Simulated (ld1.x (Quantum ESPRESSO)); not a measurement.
## u(r) = r·R(r): atom against pseudo-atom (calcium)

Columns: radius, all-electron u(r) and pseudo u(r) of the 4s shell (level -3.46 eV) of calcium in the configuration [Ne] 3s2 3p6 3d0.5 4s1.5 4p0; PW91, scalar-relativistic, PAW scheme, ld1.x (Quantum ESPRESSO) 7.5.

| r (bohr) | all-electron | pseudo |
| --- | --- | --- |
| 0.132 | -0.0510 | 0.1848 |
| 0.265 | -0.1338 | 0.3511 |
| 0.398 | -0.0411 | 0.4803 |
| 0.530 | 0.0874 | 0.5602 |
| 0.663 | 0.1833 | 0.5870 |
| 0.795 | 0.2278 | 0.5622 |
| 0.928 | 0.2264 | 0.4935 |
| 1.060 | 0.1907 | 0.3941 |
| 1.193 | 0.1326 | 0.2765 |
| 1.325 | 0.0631 | 0.1557 |
| 1.458 | -0.0114 | 0.0405 |
| 1.590 | -0.0850 | -0.0607 |
| 1.723 | -0.1554 | -0.1470 |
| 1.855 | -0.2198 | -0.2182 |
| 1.988 | -0.2781 | -0.2781 |
| 2.120 | -0.3292 | -0.3293 |
| 2.252 | -0.3736 | -0.3736 |
| 2.385 | -0.4117 | -0.4117 |
| 2.518 | -0.4437 | -0.4437 |
| 2.650 | -0.4700 | -0.4700 |
| 2.782 | -0.4912 | -0.4912 |
| 2.915 | -0.5081 | -0.5081 |
| 3.048 | -0.5209 | -0.5209 |
| 3.180 | -0.5298 | -0.5298 |
| 3.312 | -0.5352 | -0.5352 |
| 3.445 | -0.5376 | -0.5376 |

How many radial nodes do the two functions have?

The all-electron 4s function has n − l − 1 = 3 (the table is too coarse to show those close to the nucleus); the pseudo-wave has 1, since 1 lower shell of the same l stays in the valence.

At about which radius was the pseudo-wave matched?

2.20 bohr. The columns agree to 0.0005 from 1.99 bohr on; several derivatives are matched, so the curves merge somewhat inside the radius.

Is the pseudo-wave norm-conserving?

No, it belongs to a PAW set: the norm inside the radius is not constrained, and the difference is carried by the augmentation charge.
